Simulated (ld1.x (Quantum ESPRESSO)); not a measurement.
# Before and after: TM potential for Mg

ld1.x (Quantum ESPRESSO) 7.5 input, shortened:

```
&input
   title='Mg', zed=12., rel=0, dft='PBE', iswitch=3,
   config='[Ne] 3s1 3p0'
 /
 &inputp
   pseudotype=2, tm=.true., lloc=-1, rcloc=1.30,
   nlcc=.true.
 /
2
3S  1  0   1.00   0.00  2.35  2.35  0.0
2P  2  1   6.00   0.00  0.70  0.70  0.0
 &test
   configts(1)='2p6 3s1 3p0'
 /
```

Change: local potential all-electron potential smoothed inside 1.80 bohr (lloc = -1).

Cutoffs: the cutoffs (Ry, on a coarse ladder) from which the occupation-weighted sum of valence levels, in a spherical-Bessel basis at the reference potential, stays within 10 and 1 mRy of its value at 400 Ry; they do not see the model core or the augmentation charge, which bear on the density cutoff. Errors are all-electron minus pseudo energies relative to the spin-unpolarised reference configuration.

Question: Predict the effect on cutoff, ghosts and configuration errors.

Answer: The number of tests with a reliable result goes from 7 to 4; of the 4 tests that both files solve, the error grows in 2 and shrinks in 1 by more than 15 % and 0.3 meV (median size 47.3 → 108.6 meV); neither file shows a bound ghost.

```tsv
quantity	base	changed
cutoff, loose	260 Ry	260 Ry
cutoff, tight	over 300 Ry	over 300 Ry
bound ghosts	none	none
tests with a reliable result	7 of 7	4 of 7
error for 2p6 3s2 3p0, meV [ΔE -7.95 eV]	+9.9	+6.5
error for 2p6 3s0 3p0, meV [ΔE 15.00 eV]	+3.3	+3.2
error for 2p6 3s0 3p2, meV [ΔE -0.80 eV]	-85	-211
error for 2p5 3s2 3p0, meV [ΔE 50.64 eV]	+369	-561
s: phases at 2.54 bohr within 0.05 rad from the reference energy up to (Ry; the scan ends near 5)	-0.0	0.8
p: phases at 2.54 bohr within 0.05 rad from the reference energy up to (Ry; the scan ends near 5)	-0.3	-0.7
```
